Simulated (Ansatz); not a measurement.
Cost and result up the ladder for SiH2MeBr (CH₅BrSi) (8 atoms). The state is a singlet with charge 0. Geometry: r2SCAN-D4/def2-TZVP.

```
atom    x (Å)    y (Å)    z (Å)
 Si1  -0.2094   0.6630   0.4841
  H2   0.2160   1.9789  -0.0490
  H3   0.2039   0.5478   1.9029
  C4   0.4527  -0.7389  -0.5391
  H5   1.5463  -0.7150  -0.5450
  H6   0.1010  -0.6660  -1.5703
  H7   0.1311  -1.7004  -0.1336
 Br8  -2.4415   0.6305   0.4500
```

Ansatz on 4 threads of Arm Neoverse V2 on a shared host. Times are rough, and most runs start from the orbitals of an earlier one. ωB97X-V/def2-TZVP serves as the yardstick here, not as an exact answer. Differences are given only for rows in sets of like size (and for xTB, whose basis is part of the method), since another set adds its own error. Binding counts from free atoms at the same level (Si triplet, H doublet, C triplet, Br doublet; other spins of the atoms weren't run), without zero-point energy or a counterpoise term.

The 6-31G sets use Cartesian d functions. B3LYP takes the VWN-RPA correlation. Correlated methods freeze 15 core orbitals; core or outer-core shells of Br are correlated, in sets that lack core-valence functions.

Correlated methods converge slowly with the basis.

```json
{"level": "HF/6-31G", "functions": "61", "wall time": "0.3 s", "binding energy per atom (eV)": "2.34", "difference from ωB97X-V/def2-TZVP (eV)": "–"}
{"level": "PBE-D4/def2-SVP", "functions": "89", "wall time": "0.65 s", "binding energy per atom (eV)": "3.42", "difference from ωB97X-V/def2-TZVP (eV)": "–"}
{"level": "B3LYP-D4/6-31G", "functions": "61", "wall time": "0.65 s", "binding energy per atom (eV)": "3.20", "difference from ωB97X-V/def2-TZVP (eV)": "–"}
{"level": "MP2/def2-TZVP", "functions": "146", "wall time": "1.1 s", "binding energy per atom (eV)": "3.31", "difference from ωB97X-V/def2-TZVP (eV)": "-0.12"}
{"level": "PBE-D4/def2-TZVP", "functions": "146", "wall time": "1.1 s", "binding energy per atom (eV)": "3.42", "difference from ωB97X-V/def2-TZVP (eV)": "-0.01"}
{"level": "revPBE-D4/def2-TZVP", "functions": "146", "wall time": "1.1 s", "binding energy per atom (eV)": "3.36", "difference from ωB97X-V/def2-TZVP (eV)": "-0.07"}
{"level": "PBE0-D4/def2-TZVP", "functions": "146", "wall time": "1.6 s", "binding energy per atom (eV)": "3.41", "difference from ωB97X-V/def2-TZVP (eV)": "-0.02"}
{"level": "PBE-D4/def2-TZVPD", "functions": "182", "wall time": "1.7 s", "binding energy per atom (eV)": "3.42", "difference from ωB97X-V/def2-TZVP (eV)": "-0.01"}
{"level": "PBE0-D4/def2-TZVPD", "functions": "182", "wall time": "2.2 s", "binding energy per atom (eV)": "3.41", "difference from ωB97X-V/def2-TZVP (eV)": "-0.02"}
{"level": "r2SCANh-D4/def2-TZVP", "functions": "146", "wall time": "2.7 s", "binding energy per atom (eV)": "3.42", "difference from ωB97X-V/def2-TZVP (eV)": "-0.01"}
{"level": "r2SCAN-D4/def2-TZVP (with forces)", "functions": "146", "wall time": "2.9 s", "binding energy per atom (eV)": "3.43", "difference from ωB97X-V/def2-TZVP (eV)": "0.00"}
{"level": "r2SCAN-D4/def2-TZVPD", "functions": "182", "wall time": "3.7 s", "binding energy per atom (eV)": "3.43", "difference from ωB97X-V/def2-TZVP (eV)": "0.00"}
{"level": "ωB97X-V/def2-TZVP", "functions": "146", "wall time": "4.1 s", "binding energy per atom (eV)": "3.43", "difference from ωB97X-V/def2-TZVP (eV)": "0.00"}
{"level": "CCSD(T)/def2-TZVPP", "functions": "191", "wall time": "45 s", "binding energy per atom (eV)": "3.35", "difference from ωB97X-V/def2-TZVP (eV)": "-0.08"}
```
